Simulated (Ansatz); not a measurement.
A nudged elastic band was laid between two geometries of C2H10ClNSi2 (16 atoms, charge 0, multiplicity 1).

These are results of RKS B3LYP/STO-3G in Ansatz, not measurements.

```
movable images  : 5
climbing image  : yes
spring          : 5.0 eV/Å²
optimiser       : quadratic models (default)
start path      : IDPP
force threshold : 0.03 eV/Å
iteration limit : 60
end points      : relaxed
```

Initial state:

```xyz
16
Properties=species:S:1:pos:R:3
C -0.314 -1.219 1.468
Si 0.075 -0.434 -0.194
Si 2.263 -0.585 -0.792
Cl -1.102 -1.458 -1.649
C -0.584 1.345 -0.236
N -2.063 1.348 0.134
H -0.151 -2.304 1.453
H -1.360 -1.028 1.740
H 0.323 -0.790 2.254
H 2.694 -1.963 -0.814
H 3.071 0.134 0.167
H 2.478 -0.004 -2.097
H -0.376 1.813 -1.221
H -0.052 1.947 0.522
H -2.540 0.829 -0.661
H -2.386 2.347 -0.029
```

Final state:

```xyz
16
Properties=species:S:1:pos:R:3
C -0.899 -1.415 1.030
Si -0.123 -0.571 -0.464
Si 2.148 -0.601 -0.435
Cl -0.824 -1.631 -2.175
C -0.821 1.187 -0.634
N -0.314 2.030 0.535
H -0.591 -2.465 1.101
H -1.995 -1.390 0.976
H -0.593 -0.912 1.957
H 2.634 -1.951 -0.601
H 2.626 -0.096 0.832
H 2.678 0.219 -1.498
H -1.927 1.170 -0.720
H -0.435 1.646 -1.560
H -0.918 1.745 1.362
H -0.670 3.012 0.340
```

(1) What changes between the two ends?

(2) Give the energies along the band, and the barrier.

(3) What is the geometry of the highest image?

(4) What are the harmonic wavenumbers there?

## Answers

(1) No bond is made or broken. The dihedral Si3–Si2–C5–N6 goes from 178 to -59°.

(2) It converged. The highest image is number 3 of 0 to 6, 1.6 kcal/mol above the first end and 1.5 kcal/mol above the last; the last end lies 0.1 kcal/mol above the first. A vibrational analysis at the climbing image gives one clearly imaginary mode, 60i cm⁻¹: a first-order saddle point. Limits of this set-up: minimal basis.

```json
{"image": "0", "path coordinate (Å)": "0.00", "energy (kcal/mol)": "0.0", "dihedral Si3–Si2–C5–N6 (°)": "178"}
{"image": "1", "path coordinate (Å)": "0.92", "energy (kcal/mol)": "0.5", "dihedral Si3–Si2–C5–N6 (°)": "-162"}
{"image": "2", "path coordinate (Å)": "1.83", "energy (kcal/mol)": "1.3", "dihedral Si3–Si2–C5–N6 (°)": "-143"}
{"image": "3", "path coordinate (Å)": "2.75", "energy (kcal/mol)": "1.6", "dihedral Si3–Si2–C5–N6 (°)": "-124"}
{"image": "4", "path coordinate (Å)": "3.75", "energy (kcal/mol)": "1.1", "dihedral Si3–Si2–C5–N6 (°)": "-102"}
{"image": "5", "path coordinate (Å)": "4.76", "energy (kcal/mol)": "0.4", "dihedral Si3–Si2–C5–N6 (°)": "-80"}
{"image": "6", "path coordinate (Å)": "5.76", "energy (kcal/mol)": "0.1", "dihedral Si3–Si2–C5–N6 (°)": "-59"}
```

(3) 
```xyz
16
Properties=species:S:1:pos:R:3:forces:R:3
C -0.674 -1.357 1.087 0.01 0.01 -0.02
Si 0.075 -0.480 -0.399 0.00 0.03 0.01
Si 2.348 -0.548 -0.436 0.00 -0.01 0.00
Cl -0.650 -1.506 -2.123 0.00 0.00 0.00
C -0.599 1.303 -0.535 0.00 -0.02 0.00
N -1.506 1.632 0.647 0.00 0.01 0.01
H -0.292 -2.381 1.183 0.00 0.00 0.00
H -1.767 -1.410 1.004 0.00 -0.01 0.01
H -0.433 -0.809 2.008 0.00 0.00 0.00
H 2.823 -1.906 -0.562 0.00 0.00 0.00
H 2.865 0.011 0.792 0.00 0.00 0.00
H 2.854 0.231 -1.541 0.00 0.00 0.00
H -1.091 1.443 -1.520 -0.01 0.00 -0.01
H 0.243 2.015 -0.500 0.00 0.00 0.00
H -2.407 1.102 0.459 0.00 0.00 0.00
H -1.810 2.637 0.481 0.00 0.00 -0.01
```

(4) 60i, 65, 112, 136, 147, 176, 210, 213, 304, 326, 493, 587, 620, 629, 742, 843, 861, 959, 976, 1014, 1040, 1117, 1120, 1151, 1233, 1383, 1507, 1515, 1669, 1678, 1688, 1859, 2647, 2701, 2707, 3275, 3316, 3401, 3464, 3483, 3488, 3648 cm⁻¹.

Run time: 110 s on 1 thread of Intel(R) Xeon(R) Platinum 8488C (Sapphire Rapids), on a shared host, peak memory 0.17 GiB.
